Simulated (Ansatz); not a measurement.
`NC1=NCB1`. Total charge 0; spin multiplicity 1.

```xyz
10

N     0.236    0.656    1.782
C     0.068    0.269    0.523
N    -0.174   -0.960    0.103
C    -0.667   -0.662   -1.282
B     0.417    0.400   -0.939
H     0.151   -0.018    2.527
H     0.645    1.547    1.986
H    -0.444   -1.455   -1.995
H    -1.721   -0.400   -1.288
H     1.488    0.623   -1.417
```

**Question.** Give the diagnostics of a CCSD(T)/def2-TZVPP run (frozen core, the Gaussian-basis code of Ansatz). (Estimate.)

**Answer.** The calculation gave: T1 = 0.0142, largest single amplitude 0.023, largest double 0.026, (T) share of the correlation energy 4.6 %, 10 CCSD cycles. The RHF solution is stable towards an unrestricted one. T1 lies under the customary mark of 0.02 for closed shells.
